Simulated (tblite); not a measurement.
Si31H46 (flake silicane) at step 1 of a GFN2-xTB optimisation (tblite, gas phase), coordinates in Å:

```
  1 Si    6.4952    0.0972   -0.3830
  2 Si    4.5572    1.2170    0.3259
  3 Si    2.6338    0.0996   -0.3789
  4 Si    2.6297   -2.1233    0.3261
  5 Si    4.5617   -3.2437   -0.3805
  6 Si    6.4735   -2.1204    0.3341
  7 Si    0.6996   -3.2407   -0.3832
  8 Si    0.7162   -5.4608    0.3385
  9 Si    2.6318   -6.5694   -0.3871
 10 Si    4.5429   -5.4633    0.3386
 11 Si   -5.0871    0.0999   -0.3826
 12 Si   -7.0204    1.2157    0.3320
 13 Si   -8.9350    0.0920   -0.3839
 14 Si   -8.9319   -2.1210    0.3368
 15 Si   -7.0184   -3.2235   -0.3870
 16 Si   -5.0867   -2.1311    0.3349
 17 Si    0.7016    3.4486   -0.3806
 18 Si   -1.2287    4.5388    0.3370
 19 Si   -3.1577    3.4484   -0.3802
 20 Si   -3.1550    1.2161    0.3335
 21 Si   -1.2297    0.1043   -0.3796
 22 Si    0.7007    1.2163    0.3309
 23 Si    8.4078    3.4389   -0.3842
 24 Si    6.4871    4.5404    0.3368
 25 Si    4.5587    3.4491   -0.3812
 26 Si    8.4028    1.2228    0.3387
 27 Si   -1.2281   -2.1269    0.3293
 28 Si   -5.0887    4.5419    0.3406
 29 Si   -7.0012    3.4379   -0.3876
 30 Si    2.6308    4.5433    0.3397
 31 Si   -3.1536   -3.2262   -0.3872
 32 H     6.4846    0.1027   -1.8490
 33 H     4.5572    1.2146    1.7958
 34 H     2.6319    0.0997   -1.8455
 35 H     2.6309   -2.1240    1.7949
 36 H     4.5583   -3.2369   -1.8499
 37 H     6.4879   -2.1268    1.7937
 38 H     7.6716   -2.8068   -0.1291
 39 H     0.7024   -3.2428   -1.8498
 40 H     0.6944   -5.4637    1.7988
 41 H    -0.4819   -6.1517   -0.1226
 42 H     2.6356   -6.5879   -1.8448
 43 H     2.6347   -7.9479    0.0738
 44 H     4.5630   -5.4677    1.7968
 45 H     5.7394   -6.1488   -0.1245
 46 H    -5.0867    0.1026   -1.8515
 47 H    -7.0107    1.2142    1.7988
 48 H    -8.9443    0.1051   -1.8441
 49 H   -10.1262    0.7859    0.0778
 50 H    -8.9425   -2.1265    1.7983
 51 H   -10.1268   -2.8165   -0.1230
 52 H    -7.0068   -3.2402   -1.8473
 53 H    -7.0142   -4.6056    0.0766
 54 H    -5.0883   -2.1267    1.7990
 55 H     0.7019    3.4399   -1.8475
 56 H    -1.2282    4.5598    1.7975
 57 H    -1.2212    5.9172   -0.1289
 58 H    -3.1537    3.4483   -1.8486
 59 H    -3.1563    1.2137    1.8025
 60 H    -1.2286    0.1033   -1.8487
 61 H     0.6973    1.2153    1.8000
 62 H     8.4217    3.4425   -1.8466
 63 H     9.6030    4.1268    0.0782
 64 H     6.4863    4.5605    1.7979
 65 H     6.4926    5.9240   -0.1242
 66 H     4.5536    3.4427   -1.8476
 67 H     8.4197    1.2162    1.7975
 68 H     9.6008    0.5300   -0.1203
 69 H    -1.2312   -2.1308    1.7955
 70 H    -5.0873    4.5538    1.8020
 71 H    -5.0857    5.9199   -0.1237
 72 H    -7.0176    3.4386   -1.8458
 73 H    -8.1963    4.1236    0.0811
 74 H     2.6302    4.5618    1.7994
 75 H     2.6345    5.9221   -0.1301
 76 H    -3.1491   -3.2428   -1.8476
 77 H    -3.1584   -4.6067    0.0778
```

Problem. What are the forces on the atoms (eV/Å)?

Solution. 
```
  1 Si    0.16   -0.08    0.59
  2 Si    0.12    0.01   -0.64
  3 Si   -0.06    0.04    0.69
  4 Si    0.05   -0.10   -0.64
  5 Si    0.21   -0.16    0.53
  6 Si   -0.34    0.21   -0.47
  7 Si   -0.09   -0.15    0.66
  8 Si    0.39    0.06   -0.44
  9 Si   -0.05    0.34    0.41
 10 Si   -0.40    0.09   -0.44
 11 Si   -0.02   -0.01    0.70
 12 Si   -0.20    0.16   -0.59
 13 Si    0.30   -0.33    0.40
 14 Si    0.22    0.16   -0.35
 15 Si   -0.11    0.34    0.42
 16 Si    0.00   -0.28   -0.67
 17 Si    0.01    0.24    0.59
 18 Si    0.00   -0.40   -0.44
 19 Si   -0.05    0.25    0.56
 20 Si   -0.08    0.06   -0.70
 21 Si    0.02   -0.04    0.67
 22 Si    0.02    0.04   -0.68
 23 Si   -0.30   -0.21    0.33
 24 Si    0.21   -0.32   -0.40
 25 Si    0.00    0.23    0.57
 26 Si   -0.19    0.36   -0.45
 27 Si   -0.03   -0.16   -0.66
 28 Si   -0.12   -0.39   -0.40
 29 Si    0.37   -0.12    0.46
 30 Si    0.00   -0.40   -0.48
 31 Si   -0.05    0.42    0.48
 32 H    -0.04    0.03   -0.17
 33 H    -0.01   -0.01    0.12
 34 H     0.00    0.00   -0.15
 35 H    -0.01    0.02    0.13
 36 H    -0.05    0.03   -0.12
 37 H     0.09   -0.05    0.14
 38 H     0.25   -0.15    0.08
 39 H     0.02    0.04   -0.17
 40 H    -0.11   -0.02    0.14
 41 H    -0.22   -0.11    0.08
 42 H    -0.01   -0.12   -0.20
 43 H     0.00   -0.36   -0.07
 44 H     0.11   -0.03    0.18
 45 H     0.27   -0.15    0.07
 46 H     0.02    0.01   -0.12
 47 H     0.05   -0.03    0.17
 48 H    -0.09    0.09   -0.14
 49 H    -0.27    0.16   -0.07
 50 H    -0.11   -0.07    0.12
 51 H    -0.25   -0.14    0.10
 52 H     0.03   -0.12   -0.14
 53 H     0.00   -0.25   -0.10
 54 H     0.01    0.06    0.21
 55 H     0.00   -0.05   -0.16
 56 H     0.00    0.10    0.13
 57 H    -0.01    0.32    0.07
 58 H     0.00   -0.07   -0.14
 59 H     0.00   -0.02    0.12
 60 H     0.00    0.02   -0.11
 61 H     0.00   -0.02    0.12
 62 H     0.12    0.07   -0.11
 63 H     0.28    0.17   -0.09
 64 H    -0.04    0.11    0.13
 65 H    -0.01    0.25    0.09
 66 H     0.00   -0.05   -0.17
 67 H     0.08   -0.09    0.17
 68 H     0.22   -0.13    0.09
 69 H     0.03    0.04    0.18
 70 H     0.03    0.12    0.12
 71 H     0.02    0.34    0.08
 72 H    -0.12    0.04   -0.17
 73 H    -0.28    0.14   -0.09
 74 H     0.00    0.10    0.14
 75 H     0.00    0.29    0.09
 76 H     0.00   -0.09   -0.13
 77 H     0.01   -0.27   -0.07
```
